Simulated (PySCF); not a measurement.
A calculated (r2SCAN, PySCF 2.14, aug-cc-pVDZ, no relativity, point nucleus) atom or ion has these occupied shells.

```csv
shell,electrons,orbital energy (eV),"rms radius, mean of both spins (bohr)"
1s α,1,-7579.9,0.0659
1s β,1,-7579.8,0.0659
2s α,1,-932.65,0.280
2s β,1,-929.49,0.280
2p α,3,-813.05,0.250
2p β,3,-810.66,0.250
3s α,1,-144.30,0.835
3s β,1,-137.66,0.835
3p α,3,-107.84,0.879
3p β,3,-101.32,0.879
3d α,5,-47.947,1.04
3d β,1,-43.398,1.04
```

Q: Name the element and its charge.

A: Co³⁺ (cobalt, charge +3), in [Ar] 3d6, high-spin 5D determinant.
